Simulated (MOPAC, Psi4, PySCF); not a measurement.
Intermolecular potential of H4Si ··· H4Ge (SMILES [SiH4] and [GeH4]). Monomers: optimised at B3LYP-D3(BJ) (def2-TZVP), held rigid. Orientation: a random orientation, not optimised. R is the distance of the centres of mass, along which the second monomer moves.

Geometry at R = 4.30 Å (first 5 atoms: monomer A):
```
10

Si     0.0000     0.0000     0.0000
H     -0.2474    -1.0392    -1.0248
H     -0.7124     1.2423    -0.3749
H      1.4527     0.2713     0.0869
H     -0.4928    -0.4744     1.3128
Ge     1.2404     4.0746     0.5911
H      1.1097     5.1108     1.7172
H      2.2920     3.0251     0.9806
H      1.6738     4.7776    -0.7038
H     -0.1140     3.3847     0.3705
``` The table gives interaction energies.

```json
[
 {"R / Å": "3.71", "A": "2.65", "B": "7.48", "C": "5.60"},
 {"R / Å": "3.88", "A": "1.24", "B": "4.52", "C": "2.75"},
 {"R / Å": "4.06", "A": "0.37", "B": "2.64", "C": "1.11"},
 {"R / Å": "4.30", "A": "-0.17", "B": "1.31", "C": "0.14"},
 {"R / Å": "4.48", "A": "-0.32", "B": "0.79", "C": "-0.15"},
 {"R / Å": "4.73", "A": "-0.35", "B": "0.43", "C": "-0.29"},
 {"R / Å": "5.03", "A": "-0.27", "B": "0.24", "C": "-0.32"},
 {"R / Å": "5.32", "A": "-0.18", "B": "0.16", "C": "-0.29"},
 {"R / Å": "5.77", "A": "-0.09", "B": "0.10", "C": "-0.19"},
 {"R / Å": "6.49", "A": "-0.03", "B": "0.04", "C": "-0.05"},
 {"R / Å": "7.47", "A": "-0.01", "B": "0.01", "C": "0.00"},
 {"R / Å": "8.79", "A": "0.00", "B": "0.00", "C": "0.00"}
]
```

Energies in kcal/mol.

Problem. Match the curves with the methods B3LYP/def2-TZVP, counterpoise-corrected (Psi4); MOPAC 23.2.5 with PM7, restricted, heats of formation; restricted M06-2X/6-31G*, spherical d, no counterpoise correction (PySCF).

Solution. A is PM7; B is B3LYP/def2-TZVP; C is RKS-M06-2X/6-31G*.
